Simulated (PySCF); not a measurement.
Cards and structures have been mixed up. Pair them.

Structures:
1. `C[O+]1[AlH2-][O+](C)[AlH2-]1`
2. `NB(P)Cl`
3. `[SiH3]CCl`
4. `B[C@@H]1CC[C@H]1C`

Card P (geometry PBE0-D3(BJ)/def2-SVP):
- Rotational constants A, B, C: 21.729, 3.173, 2.916 GHz
- Static isotropic polarisability (PBE0/def2-SVPD): 56.0 au
- Vertical ionisation energy (ΔSCF PBE0/def2-SVPD): 10.54 eV
- Core binding energies (ΔSCF SCAN, pcX-2 on the ionised atom, pcseg-1 elsewhere, spin-free X2C, 2p3/2 from a spin–orbit splitting computed afterwards within the 2p shell): Si2p3/2 107.1, Cl2p3/2 206.1, C1s 292.0, Si1s 1846.9, Cl1s 2828.7 eV
- Lowest triplet excitation (Tamm–Dancoff) (TDA PBE0/def2-SVPD): 5.96 eV
- Strongest line among the 10 lowest singlet transitions (TDDFT PBE0/def2-SVPD): S10 at 8.54 eV (145 nm, f = 0.065)
- Dipole moment (PBE0/def2-SVPD): 1.74 D

Card Q (geometry PBE0-D3(BJ)/def2-SVP):
* Rotational constants A, B, C: 3.518, 1.841, 1.276 GHz
* Static isotropic polarisability (PBE0/def2-SVPD): 86.3 au
* Vertical ionisation energy (ΔSCF PBE0/def2-SVPD): 9.35 eV
* Dipole moment (PBE0/def2-SVPD): 0.10 D
* HOMO energy (PBE0/def2-SVPD): -7.58 eV
* Lowest triplet excitation (Tamm–Dancoff) (TDA PBE0/def2-SVPD): 5.54 eV

Card R (geometry PBE0-D3(BJ)/def2-SVP):
* Rotational constants A, B, C: 4.547, 3.476, 2.183 GHz
* Static isotropic polarisability (PBE0/def2-SVPD): 74.0 au
* HOMO energy (PBE0/def2-SVPD): -8.08 eV
* Strongest line among the 6 lowest singlet transitions (TDDFT PBE0/def2-SVPD): S4 at 6.42 eV (193 nm, f = 0.017)
* Dipole moment (PBE0/def2-SVPD): 0.76 D
* Point group: C1

Card S (geometry PBE0-D3(BJ)/def2-SVP):
- Rotational constants A, B, C: 6.226, 2.847, 1.979 GHz
- Static isotropic polarisability (PBE0/def2-SVPD): 64.8 au
- Isotropic shieldings of nuclei other than C and H, by class (GIAO PBE0/pcSseg-1): 56 (1 B), 151 (1 N), 548 (1 P), 803 (1 Cl) ppm
- Dipole moment (PBE0/def2-SVPD): 2.80 D
- Lowest singlet excitation (TDDFT PBE0/def2-SVPD): 6.02 eV (206 nm, f = 0.058)
- Strongest line among the 10 lowest singlet transitions (TDDFT PBE0/def2-SVPD): S6/S7 at 7.42 eV (167 nm, f = 0.151 summed over these states)
- Vertical ionisation energy (ΔSCF PBE0/def2-SVPD): 9.51 eV

Each SMILES stands for a single optimised conformer of the isolated species, non-relativistic unless stated; the electronic structure was computed with PySCF and density fitting. NMR classes are plain means over equivalent atoms (diastereotopic ones count apart unless rotation or inversion swaps them), as if these changed places fast.

**Question.** Which card belongs to which structure?

**Answer.** P = 3, Q = 1, R = 4, S = 2. What ties each card to its structure:
- 1 (card Q), C2H10Al2O2, monoisotopic mass 120.0 u, 6 heavy atoms: an asymmetric top with C = 1.276 GHz, the lowest such constant on the cards; polarisability 86.3 au for 64 electrons, the largest shown; dipole 0.10 D.
- 2 (card S), BClH4NP, monoisotopic mass 95.0 u, 4 heavy atoms: an asymmetric top with C = 1.979 GHz; polarisability 64.8 au for 48 electrons; dipole 2.80 D.
- 3 (card P), CH5ClSi, monoisotopic mass 80.0 u, 3 heavy atoms: core lines of C, Cl and Si; an asymmetric top with C = 2.916 GHz, the highest such constant on the cards; polarisability 56.0 au for 42 electrons, the smallest shown; dipole 1.74 D.
- 4 (card R), C5H11B, monoisotopic mass 82.1 u, 6 heavy atoms: point group C1; an asymmetric top with C = 2.183 GHz; polarisability 74.0 au for 46 electrons; dipole 0.76 D.
